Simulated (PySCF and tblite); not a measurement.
Values are calculated unless marked as measured or tabulated.
C5H8O2, numbered as in [CH3:1][O:2]/[CH:3]=[CH:4]\[C:5]([CH3:6])=[O:7].

Conformers came from 90 starts (ETKDG and KDG, MMFF94s, GFN2-xTB); geometries are GFN2-xTB. Weights use PBE0-D3(BJ)/pcSseg-1 (IEF-PCM, acetone) energies plus GFN2-xTB zero-point and thermal terms (modes under about 100 cm⁻¹ blended into free rotors). Symmetry numbers and mirror images are counted. Conformers within 2.5 kcal/mol (GFN2-xTB free energy) were kept, 6 at most. GIAO shieldings: PBE0/pcSseg-1 (IEF-PCM, acetone). Shifts are against TMS (¹H), TMS (¹³C) at the same level. Programs: PySCF with density fitting and tblite.

Torsions listed: C1–O2–C3–C4, C3–C4–C5–O7.

| conformer | shape | symmetry | E(GFN2) kcal/mol | E(DFT) kcal/mol |
| --- | --- | --- | --- | --- |
| 1 | 179°, 180° | Cs | 0.00 | 0.00 |
| 2 | 180°, 1° | Cs | 1.42 | 1.33 |

(1) How much do the weights at 298.15 K and the averaged shift of H4 depend on how the conformers are weighted?

Results:

(1) 
```tsv
weighting	1 (%)	2 (%)	δ (ppm)	rms dipole (D)
DFT energy with thermal terms, symmetry and mirror images (full scheme)	80	20	5.31	7.19
DFT energy with symmetry and mirror images	90	10	5.26	7.38
bare DFT energy	90	10	5.26	7.38
GFN2-xTB energy with symmetry and mirror images	92	8	5.26	7.40
GFN2-xTB free energy	83	17	5.30	7.23
leading conformer alone	100	0	5.21	7.55
equal weights	50	50	5.46	6.57
```

The largest departure from the full scheme, 0.15 ppm, comes with: equal weights.


Conformer gaps in pcSseg-1 on xTB geometries can be 2 kcal/mol off for S=O, P=O and other polar bonds.